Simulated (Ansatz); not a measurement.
Cartesian coordinates in Å:
```
C 1.380 1.098 -0.711
C 0.565 1.131 0.576
Ga -0.758 -0.311 0.767
C -1.246 -1.808 -0.395
Cl -1.895 -0.224 2.618
H 2.095 1.925 -0.756
H 0.745 1.175 -1.598
H 1.952 0.172 -0.808
H 0.017 2.074 0.675
H 1.212 1.081 1.457
H -1.121 -2.747 0.148
H -0.645 -1.838 -1.304
H -2.301 -1.727 -0.668
```

Charge 0, multiplicity 1.

Q: List the B3LYP/def2-TZVPP orbital energies in eV (Ansatz 0.2.0). (Estimate.)

A: Ansatz gave: Occupied: -10137.87, -2761.54, -1249.61, -1106.87, -1106.77, -1106.73, -276.85, -276.78, -276.61, -256.28, -195.27, -195.19, -195.16, -149.68, -103.15, -102.91, -102.78, -23.11, -22.87, -22.87, -22.77, -22.74, -21.10, -20.63, -18.79, -16.87, -12.28, -12.15, -11.38, -11.13, -10.97, -10.38, -9.78, -8.71, -8.42, -8.39, -7.32. Lowest empty: -1.17, -0.17, 0.87, 1.41, 2.26, 2.41, 2.44, 2.71.

B3LYP here is the variant with VWN-RPA as its local correlation; programs differ in this.
